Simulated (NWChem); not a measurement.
System: AlO, doublet; SMILES [O]=[Al]

```xyz
2

Al     0.0000     0.0000    -0.6293
O      0.0000     0.0000     1.0032
```
Atoms are numbered in this order, from 1.

The geometry was optimised at PBE0/def2-SVP, spin-unrestricted. No stability test was run on the SCF state.

Q: List the 6 lowest vertical excitations from CAM-B3LYP/6-31G* (spherical d), spin-unrestricted, TDA (NWChem).

A: 
| state | energy (eV) | oscillator strength | <S²> |
|---|---|---|---|
| state 1 | 0.78 | 0.002 | 0.78 |
| state 2 | 0.78 | 0.002 | 0.78 |
| state 3 | 2.79 | 0.062 | 0.78 |
| state 4 | 4.71 | 0.000 | 2.74 |
| state 5 | 4.80 | 0.062 | 1.10 |
| state 6 | 4.80 | 0.062 | 1.10 |
